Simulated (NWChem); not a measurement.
System: SeCl4 cation, doublet; SMILES of the neutral closed-shell parent [Se](Cl)(Cl)(Cl)Cl

NWChem printed, in part:

```
             Northwest Computational Chemistry Package (NWChem) 7.3.0
             --------------------------------------------------------

 C2V symmetry detected

                             Geometry "geometry" -> ""
                             -------------------------

 Output coordinates in angstroms (scale by  1.889725989 to convert to a.u.)

  No.       Tag          Charge          X              Y              Z
 ---- ---------------- ---------- -------------- -------------- --------------
    1 Se                  34.0000     0.00000000     0.00000000     0.20275233
    2 Cl                  17.0000     1.65904800     0.00000000    -1.11809467
    3 Cl                  17.0000     0.00000000     2.13406000     0.91534233
    4 Cl                  17.0000    -1.65904800     0.00000000    -1.11809467
    5 Cl                  17.0000     0.00000000    -2.13406000     0.91534233

 Effective nuclear repulsion energy (a.u.)     823.1295793084

      Symmetry information
      --------------------

 Group name             C2v
 Group number             16
 Group order               4
 No. of unique centers     3

                                 NWChem DFT Module
                                 -----------------

 Summary of "ao basis" -> "ao basis" (spherical)
 ------------------------------------------------------------------------------
       Tag                 Description            Shells   Functions and Types
 ---------------- ------------------------------  ------  ---------------------
 Se                       aug-cc-pvdz               14       36   6s5p3d
 Cl                       aug-cc-pvdz               11       27   5s4p2d

      Symmetry analysis of basis
      --------------------------

        a1         55
        a2         19
        b1         35
        b2         35

            General Information
            -------------------
          SCF calculation type: DFT
          Wavefunction type:  spin polarized.
          No. of atoms     :     5
          No. of electrons :   101
           Alpha electrons :    51
            Beta electrons :    50
          Charge           :     1
          Spin multiplicity:     2
          Use of symmetry is: on ; symmetry adaption is: on
          Maximum number of iterations: 150
          AO basis - number of functions:   144
                     number of shells:    58
          Convergence on energy requested:  1.00D-06
          Convergence on density requested:  1.00D-05
          Convergence on gradient requested:  5.00D-04

              XC Information
              --------------
                  TPSS metaGGA Exchange Functional  1.000
             TPSS03 metaGGA Correlation Functional  1.000

             Grid Information
             ----------------
          Grid used for XC integration:  medium
          Radial quadrature: Mura-Knowles
          Angular quadrature: Lebedev.
          Tag              B.-S. Rad. Rad. Pts. Rad. Cut. Ang. Pts.
          ---              ---------- --------- --------- ---------
          Se                  1.15      112          12.0       590
          Cl                  1.00       88          14.0       590
          Grid pruning is: on
          Number of quadrature shells:   288
          Spatial weights used:  Erf1

      Superposition of Atomic Density Guess
      -------------------------------------

 Sum of atomic energies:       -4237.68571133

 Renormalizing density from     102.00 to    101

      Non-variational initial energy
      ------------------------------

 Total energy =   -4212.848412
 1-e energy   =   -7453.456093
 2-e energy   =    2417.478102
 HOMO         =      -0.534856
 LUMO         =      -0.341645

   Symmetry analysis of molecular orbitals - initial alpha
   -------------------------------------------------------

  Numbering of irreducible representations:

     1 a1          2 a2          3 b1          4 b2

  Orbital symmetries:

     1 a1          2 b1          3 a1          4 b2          5 a1
     6 a1          7 b1          8 b2          9 a1         10 a1
    11 b1         12 b2         13 a1         14 a1         15 a1
    16 b1         17 b2         18 a2         19 a1         20 b1
    21 b2         22 a1         23 b1         24 a2         25 a1
    26 b2         27 b1         28 b2         29 a1         30 a1
    31 b1         32 a2         33 b2         34 a1         35 a1
    36 b1         37 b2         38 a1         39 a1         40 b2
    41 b1         42 a1         43 a2         44 a1         45 b2
    46 b1         47 a1         48 b1         49 b2         50 a2
    51 a1         52 a1         53 b1         54 b2         55 a1
    56 a1         57 b2         58 b1         59 a1         60 b1
    61 a2

   Symmetry analysis of molecular orbitals - initial beta
   ------------------------------------------------------

  Numbering of irreducible representations:

     1 a1          2 a2          3 b1          4 b2

  Orbital symmetries:

     1 a1          2 b1          3 a1          4 b2          5 a1
     6 a1          7 b1          8 b2          9 a1         10 a1
    11 b1         12 b2         13 a1         14 a1         15 a1
    16 b1         17 b2         18 a2         19 a1         20 b1
    21 b2         22 a1         23 b1         24 a2         25 a1
    26 b2         27 b1         28 b2         29 a1         30 a1
    31 b1         32 a2         33 b2         34 a1         35 a1
    36 b1         37 b2         38 a1         39 a1         40 b2
    41 b1         42 a1         43 a2         44 a1         45 b2
    46 b1         47 a1         48 b1         49 b2         50 a2
    51 a1         52 a1         53 b1         54 b2         55 a1
    56 a1         57 b2         58 b1         59 a1         60 b1
    61 a2

     ---------------------------------------------
      Total Density - Mulliken Population Analysis
     ---------------------------------------------

    Atom       Charge   Shell Charges
 -----------   ------   -------------------------------------------------------
    1 Se  34    32.12   2.00  2.00  2.00  1.12  0.58 -0.22  6.00  5.98  1.46  0.94  0.08 10.02  0.21 -0.05
    2 Cl  17    17.14   2.00  2.01  1.01  0.96  0.03  5.99  3.13  1.97  0.01  0.02  0.01
    3 Cl  17    17.30   2.00  2.01  1.02  0.96  0.03  5.99  3.17  2.06  0.02  0.01  0.02
    4 Cl  17    17.14   2.00  2.01  1.01  0.96  0.03  5.99  3.13  1.97  0.01  0.02  0.01
    5 Cl  17    17.30   2.00  2.01  1.02  0.96  0.03  5.99  3.17  2.06  0.02  0.01  0.02

     --------------------------------------------
      Spin Density - Mulliken Population Analysis
     --------------------------------------------

    Atom       Charge   Shell Charges
 -----------   ------   -------------------------------------------------------
    1 Se  34     0.27   0.00  0.00  0.00  0.13  0.06  0.01 -0.00  0.00  0.04  0.02 -0.00  0.00  0.01  0.00
    2 Cl  17     0.09  -0.00  0.00  0.00 -0.00 -0.00  0.00  0.06  0.03  0.00  0.00 -0.00
    3 Cl  17     0.28  -0.00 -0.00  0.00 -0.00 -0.01  0.00  0.19  0.09  0.00  0.00 -0.00
    4 Cl  17     0.09  -0.00  0.00  0.00 -0.00 -0.00  0.00  0.06  0.03  0.00  0.00 -0.00
    5 Cl  17     0.28  -0.00 -0.00  0.00 -0.00 -0.01  0.00  0.19  0.09  0.00  0.00 -0.00

   convergence    iter        energy       DeltaE   RMS-Dens  Diis-err
 ---------------- ----- ----------------- --------- --------- ---------
 d= 0,ls=0.0,diis     1  -4241.8515819325 -5.06D+03  7.98D-03  4.53D-01
                                                     7.66D-03  4.84D-01
 d= 0,ls=0.0,diis     2  -4241.3545551235  4.97D-01  6.94D-03  1.09D+00
                                                     6.60D-03  1.07D+00
 d= 0,ls=0.0,diis     3  -4241.9170118927 -5.62D-01  1.96D-03  1.46D-01
                                                     2.20D-03  1.56D-01
 d= 0,ls=0.0,diis     4  -4242.0004163792 -8.34D-02  1.04D-03  4.72D-03
                                                     9.28D-04  4.32D-03
 d= 0,ls=0.0,diis     5  -4241.9989304890  1.49D-03  5.86D-04  6.38D-03
                                                     5.81D-04  6.48D-03
  Resetting Diis
 d= 0,ls=0.0,diis     6  -4242.0036956205 -4.77D-03  4.85D-05  5.32D-05
                                                     3.71D-05  3.81D-05
 d= 0,ls=0.0,diis     7  -4242.0037250566 -2.94D-05  3.46D-05  4.96D-06
                                                     2.78D-05  3.85D-06
 d= 0,ls=0.0,diis     8  -4242.0037176290  7.43D-06  2.34D-05  1.54D-05
                                                     2.54D-05  1.64D-05
 d= 0,ls=0.0,diis     9  -4242.0037279390 -1.03D-05  5.35D-06  8.50D-07
                                                     4.28D-06  6.93D-07
 d= 0,ls=0.0,diis    10  -4242.0037283804 -4.41D-07  1.89D-06  1.31D-08
                                                     1.51D-06  1.50D-08

         Total DFT energy =    -4242.003728380361
      One electron energy =    -7501.125890425159
           Coulomb energy =     2635.794274223737
    Exchange-Corr. energy =     -199.801691487321
 Nuclear repulsion energy =      823.129579308381

 Numeric. integr. density =      101.000000464238

                  Occupations of the irreducible representations
                  ----------------------------------------------

                     irrep           alpha         beta
                     --------     --------     --------
                     a1               22.0         21.0
                     a2                5.0          5.0
                     b1               12.0         12.0
                     b2               12.0         12.0

                    DFT Final Alpha Molecular Orbital Analysis
                    ------------------------------------------

[...]
```

Level: TPSS/aug-cc-pVDZ, spin-unrestricted. In the optimisation the excess spin sits in a1 (C2v, its own frame). The geometry was optimised at PBE0/def2-SVP, spin-unrestricted. No frequency run checked for a minimum. The spin multiplicity was typed, not searched, and may not be the lowest. No stability test was run on the SCF state.

Task: Which NWChem input produces such a log?

Result: One answer among several that fit: the input that was run:
```
start job
memory heap 200 mb stack 900 mb global 1100 mb
charge 1
geometry units angstroms noautoz
  Se     0.000000     0.000000     0.192971
  Cl     1.659048     0.000000    -1.127876
  Cl     0.000000     2.134060     0.905561
  Cl    -1.659048     0.000000    -1.127876
  Cl     0.000000    -2.134060     0.905561
end
basis spherical
  * library aug-cc-pvdz
end
dft
  odft
  mult 2
  xc xtpss03 ctpss03
  iterations 150
  mulliken
end
task dft energy
```
